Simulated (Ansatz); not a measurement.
Al₄H₅⁺. Charge 1, multiplicity 1. Geometry B3LYP-D4/def2-SVP, basis def2-TZVP, Ansatz.

Cartesian coordinates in Å:
```
Al 1.5849 -2.2299 3.1193
Al 0.6824 -0.6396 0.7901
Al -2.8570 1.5123 -1.3011
Al -0.0704 0.7680 -1.2912
H 2.1096 -1.3277 1.3426
H -1.5045 0.0777 -1.8109
H -0.0062 -1.2763 2.1826
H 1.0488 1.0882 -2.3534
H -0.9877 2.0274 -0.6780
```

```json
{"run": "A", "HOMO (eV)": "-9.31", "LUMO (eV)": "-7.50"}
{"run": "B", "HOMO (eV)": "-9.57", "LUMO (eV)": "-7.58"}
{"run": "C", "HOMO (eV)": "-9.45", "LUMO (eV)": "-7.71"}
{"run": "D", "HOMO (eV)": "-9.88", "LUMO (eV)": "-7.31"}
{"run": "E", "HOMO (eV)": "-10.28", "LUMO (eV)": "-6.97"}
{"run": "F", "HOMO (eV)": "-10.14", "LUMO (eV)": "-7.07"}
```

B3LYP takes the VWN-RPA correlation. Another isomer (singlet) lies 0.55 eV lower at PBE0-D4/def2-TZVP; other spin states weren't run for this one.

Q: The runs used B3LYP, BLYP, PBE, PBE0, r2SCAN, r2SCANh. Estimate which is which.

A: A BLYP (0 % exact exchange); B r2SCAN (0 % exact exchange); C PBE (0 % exact exchange); D r2SCANh (10 % exact exchange); E PBE0 (25 % exact exchange); F B3LYP (20 % exact exchange). Exact exchange lowers occupied and raises empty levels; among semilocal functionals meta-GGAs tend to open the gap a little, and such runs are hard to tell apart. The gap grows from 1.73 eV (PBE) to 3.30 eV (PBE0). The restricted singlet is unstable towards broken spin symmetry in Hartree–Fock (as tested in another run); at BLYP-D4/def2-TZVP, r2SCAN-D4/def2-TZVP, PBE-D4/def2-TZVP, r2SCANh-D4/def2-TZVP and others this wasn't settled.
